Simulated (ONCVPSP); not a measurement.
# Ranking ONCV potentials for tin (Sn)

All share these settings but for the change named:

| Item | Value |
| --- | --- |
| Element | tin (Sn) |
| Generator | ONCVPSP 4.0.1 |
| Type | optimised norm-conserving Vanderbilt (ONCV) |
| Functional | LDA (Perdew-Wang 92) |
| Relativity | scalar-relativistic |
| Frozen core | [Ar] 3d10 |
| Valence charge | 22 |
| Reference configuration | 4s2 4p6 4d10 5s1 (charge +3) |
| Partial waves | 4s+5s: rc 1.40 bohr, ncon 4, nbas 9, qcut 6.7 1/bohr, 3 projectors, debl 3.2 Ha; 4p: rc 1.25 bohr, ncon 4, nbas 8, qcut 13.3 1/bohr, 1 projector; 4d: rc 1.30 bohr, ncon 5, nbas 10, qcut 12.1 1/bohr, 2 projectors, debl 3.4 Ha |
| Local potential | polynomial inside 0.80 bohr (lpopt 5, dvloc0 1 Ha) |
| Core correction | Teter function fitted to the true core (icmod 2), fcfact 0.3 |

Cutoff: the first of the cutoffs (Ha) at which the residual kinetic energy of the hardest occupied pseudo-wave falls to 1 and 0.1 mHa per electron; the density cutoff is not measured.

The base gives 51 Ha.

Of 6 variants that were run, those that failed, showed a ghost or another fault, or gave nearly equal values are left out.

A variant can come out equal or close to the base.

Problem. Rank these variants from softest to hardest (loose cutoff).
A. p: qcut 14.5
B. p: qcut 10.5
C. p: qcut 19.7
D. p: qcut 17.3

Solution. B (46 Ha), A (59 Ha), D (69 Ha), C (104 Ha).
